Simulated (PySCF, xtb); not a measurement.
H8N3Si3, SMILES N1[SiH2]N[SiH2]N[SiH]1 (connectivity only; charge and spin as stated), charge +1, multiplicity 1.

Harmonic wavenumbers (cm⁻¹) from GFN2-xTB run with xtb 6.7.1 at its own minimum, in rising order: 57, 70, 133, 236, 246, 392, 406, 406, 446, 455, 482, 514, 528, 548, 558, 603, 640, 661, 687, 751, 754, 797, 977, 987, 1080, 1150, 1177, 1211, 2276, 2284, 2310, 2314, 2486, 3426, 3431, 3459.

What does PBE-D3(BJ)/def2-SVP run with PySCF 2.14.0 give at its own minimum? (An estimate is asked for; the answer gives what the named calculation found.)

86, 115, 194, 266, 295, 322, 458, 473, 479, 567, 573, 579, 588, 630, 686, 700, 763, 769, 811, 885, 906, 908, 930, 934, 1043, 1124, 1153, 1160, 2217, 2221, 2242, 2243, 2268, 3465, 3467, 3504. Paired by order, the mean absolute difference is 74 cm⁻¹ and the zero-point energies are 55.7 and 57.2 kcal/mol.
